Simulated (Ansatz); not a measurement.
Reaction (cleavage of the Ge–Si bond): `C[Si](F)(F)[GeH3]` + `F[SiH](F)S` → `F[SiH](F)[S][GeH3]` + `C[SiH](F)F`

Program: Ansatz. Geometries: PBE0-D4/def2-TZVP. ΔE: electronic, gas phase. CBS: MP2 limit from def2 TZ/QZ plus the TZ coupled-cluster correction, frozen cores. Functionals use def2-TZVPP. For Ge outer-core shells are correlated without core-valence functions, which leaves a few kJ/mol of doubt a bond. Scalar relativity is left out up to krypton. Each species was taken in one conformer, which may not be the lowest.

| level | ΔE (kJ/mol) |
| --- | --- |
| ωB97X-V | -47.5 |
| SCS-MP2/def2-QZVPP | -57.9 |

(1) What does CCSD(T)/CBS give? (An estimate is asked.)

Largest T1 diagnostic among the species: 0.012.

Answers

(1) Computed: -49.2 kJ/mol. The listed levels differ from it by 1.7, -8.7 kJ/mol.

From PBE to PBE0 (25 % exact exchange), in def2-TZVPP and without D4, ΔE moves by −5.9 kJ/mol. In def2-TZVPP, CCSD(T) changes the Hartree–Fock value by +12.3 kJ/mol (the triples alone add +0.0 kJ/mol) and MP2 by +4.2 kJ/mol.
